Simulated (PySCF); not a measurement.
Compound: C₇H₁₁O₂P.
Numbering: `[CH3:1][O:2][CH2:3][P:4]([CH3:5])[c:6]1[cH:7][cH:8][o:9][cH:10]1`

Definitions: NICS(0) = −σiso at the ring centroid; NICS(1) = −σiso and NICS(1)zz = −σzz at ±1 Å along the ring normal z. Level: GIAO PBE0/pcSseg-1 (PySCF, non-relativistic, gas phase) on the GFN2-xTB geometry, one conformer.

Ring bond lengths (Å), with Mayer bond orders in brackets: C6–C7 1.424 (1.25), C7–C8 1.358 (1.60), C8–O9 1.344 (1.08), O9–C10 1.341 (1.09), C10–C6 1.367 (1.61).

**Question.** What do the NICS probes read (ppm)?

**Answer.** 
```tsv
ring	type	NICS(0)	NICS(1), two faces	NICS(1)zz, two faces	rms pucker (Å)	centre to ring atoms, mean (Å)
C6–C7–C8–O9–C10	5-membered ring with O; formal bonds all aromatic	-11.6	-10.5 / -10.4	-27.4 / -26.8	0.00	1.16
```

**Question.** What do they say, and how far can they be read as aromaticity?

**Answer.** 
- C6–C7–C8–O9–C10: mean NICS(1)zz -27.1 ppm, shielded. The ring is flat and has no four-coordinate atom; by the NICS criterion it is aromatic.

**Question.** How equal are the bonds by HOMA? HOMA = 1 − mean of α(R − Ropt)² over the ring bonds, with Krygowski's 1993 parameters (CC: Ropt 1.388 Å, α 257.7 Å⁻²; CO: Ropt 1.265 Å, α 157.38 Å⁻²).

**Answer.** 
- C6–C7–C8–O9–C10: HOMA 0.48; the largest term is that of C8–O9, α(R − Ropt)² = 0.98.

**Question.** At the second NICS(1) probe listed for ring C6–C7–C8–O9–C10, 1 Å off the ring, what do the in-plane components average?

**Answer.** The isotropic value is a third of the trace: (3 × -10.4 − (-26.8))/2 = -2.2 ppm.

Cost: about 2.9 min of CPU time on one thread (with the writing of density and orbital grids); the machine was shared, so the figure is rough. This is the whole shielding run at PBE0/pcSseg-1, SCF included.

The values belong to the conformer `[CH3:1][O:2][CH2:3][P:4]([CH3:5])[c:6]1[cH:7][cH:8][o:9][cH:10]1`: C1–O2–C3–P4 -177°, O2–C3–P4–C5 -53°, C3–P4–C6–C7 -105°.
